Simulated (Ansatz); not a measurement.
Ansatz (a quantum-chemistry and plane-wave program) input (CCSD(T)/aug-cc-pV(D+d)Z):
A basis named .json is the Basis Set Exchange file of that set.

Ansatz 0.2 input:
```yaml
crystal:
  periodic: [false, false, false]
  atoms:
    - {symbol: C, position_ang: [-1.89185632, 0.75683520, 0.07922877]}
    - {symbol: C, position_ang: [-0.96048447, -0.33597314, 0.44821360]}
    - {symbol: C, position_ang: [0.28389013, -0.15875099, 1.24398250]}
    - {symbol: C, position_ang: [1.55818684, 0.03541040, 0.42440364]}
    - {symbol: Cl, position_ang: [1.51031136, 1.55951354, -0.54515377]}
    - {symbol: Cl, position_ang: [-1.05574708, -1.78998364, -0.49517011]}
    - {symbol: H, position_ang: [-1.62229510, 1.21193656, -0.88244078]}
    - {symbol: H, position_ang: [-2.91779111, 0.39229070, -0.00682336]}
    - {symbol: H, position_ang: [-1.86032550, 1.54452719, 0.83338742]}
    - {symbol: H, position_ang: [0.45227840, -1.04396865, 1.86916049]}
    - {symbol: H, position_ang: [0.15604136, 0.69486478, 1.91287258]}
    - {symbol: H, position_ang: [1.69597272, -0.77558598, -0.28567908]}
    - {symbol: H, position_ang: [2.43010958, 0.10879841, 1.07005743]}
basis:
  gaussian:
    orbitals: aug-cc-pV_D+d_Z.json
magnetization: {spin_polarized: true, initial_magnetization: 1}
correlation: {method: ccsd_t, electrons: outside_noble_gas}
output: {forces: true}
```

End of the output:

```
2141 factors; integrals over basis functions are off by at most 5.8e-4 eV
1.27 GiB of device memory are held for the factors and their scratch space
mean field: 1.90 GiB planned
mean field evaluation 1: about -29235.8608 eV, gradient 2.4e1 eV
mean field evaluation 2: about -29235.8895 eV, gradient 2.4e1 eV
mean field evaluation 4: about -29239.8314 eV, gradient 3.6e0 eV
mean field evaluation 8: about -29239.9663 eV, gradient 2.2e-1 eV
mean field evaluation 16: about -29235.8595 eV, gradient 2.4e1 eV
mean field -29239.96748547 eV, -1074.5489855293 hartree, gradient 3.0e-6 eV, S^2 0.767589; 0 other end points of the search recorded, 0 dependent functions left out
14 core orbitals not correlated
reference -29239.96748547 eV, -1074.5489855293 hartree; 19, 18 occupied and 186, 187 virtual orbitals, 2141 factors
densities: 18.21 GiB planned
second order -23.54710449 eV of doubles, -0.00000000 eV of singles
coupled cluster: 13.49 GiB planned
cycle   1  -24.82596782 eV  change    -1.3e0 eV  update   1.1e-1
cycle   2  -25.44859187 eV  change   -6.2e-1 eV  update   3.2e-2
cycle   3  -25.57629686 eV  change   -1.3e-1 eV  update   1.6e-2
cycle   4  -25.57703534 eV  change   -7.4e-4 eV  update   5.7e-3
cycle   5  -25.57646546 eV  change    5.7e-4 eV  update   2.7e-3
cycle   6  -25.57664955 eV  change   -1.8e-4 eV  update   9.7e-4
cycle   7  -25.57675249 eV  change   -1.0e-4 eV  update   3.7e-4
cycle   8  -25.57680049 eV  change   -4.8e-5 eV  update   1.5e-4
cycle   9  -25.57677152 eV  change    2.9e-5 eV  update   6.0e-5
cycle  10  -25.57673964 eV  change    3.2e-5 eV  update   2.7e-5
cycle  11  -25.57674985 eV  change   -1.0e-5 eV  update   1.2e-5
cycle  12  -25.57675782 eV  change   -8.0e-6 eV  update   5.4e-6
cycle  13  -25.57676214 eV  change   -4.3e-6 eV  update   2.7e-6
perturbative correction -0.90184431 eV, -0.0331421672 hartree
the calculation of the forces begins
1.27 GiB of device memory are held for the factors and their scratch space
Total energy: -29266.44609192 eV, -1075.5220563684 hartree
Atom 0 at    -1.891856     0.756835     0.079229 Å, force    -0.086497     0.155146    -0.125841 eV/Å
Atom 1 at    -0.960484    -0.335973     0.448214 Å, force    -0.108603    -0.315186     0.056655 eV/Å
Atom 2 at     0.283890    -0.158751     1.243982 Å, force     0.175883     0.043401     0.016517 eV/Å
Atom 3 at     1.558187     0.035410     0.424404 Å, force    -0.099649     0.236014    -0.148041 eV/Å
Atom 4 at     1.510311     1.559514    -0.545154 Å, force    -0.062075     0.107252    -0.050620 eV/Å
Atom 5 at    -1.055747    -1.789984    -0.495170 Å, force     0.017280    -0.223291    -0.175357 eV/Å
Atom 6 at    -1.622295     1.211937    -0.882441 Å, force     0.129381     0.172716    -0.400295 eV/Å
Atom 7 at    -2.917791     0.392291    -0.006823 Å, force    -0.429854    -0.172760    -0.022939 eV/Å
Atom 8 at    -1.860326     1.544527     0.833387 Å, force     0.021189     0.333366     0.348336 eV/Å
Atom 9 at     0.452278    -1.043969     1.869160 Å, force     0.060940    -0.379247     0.250139 eV/Å
Atom 10 at     0.156041     0.694865     1.912873 Å, force    -0.063710     0.388025     0.290449 eV/Å
Atom 11 at     1.695973    -0.775586    -0.285679 Å, force     0.051740    -0.391322    -0.344865 eV/Å
Atom 12 at     2.430110     0.108798     1.070057 Å, force     0.393975     0.045884     0.305862 eV/Å
Dipole moment:     0.013719    -0.024283     0.347503 e Å
```

It need not be the lowest isomer of its formula.
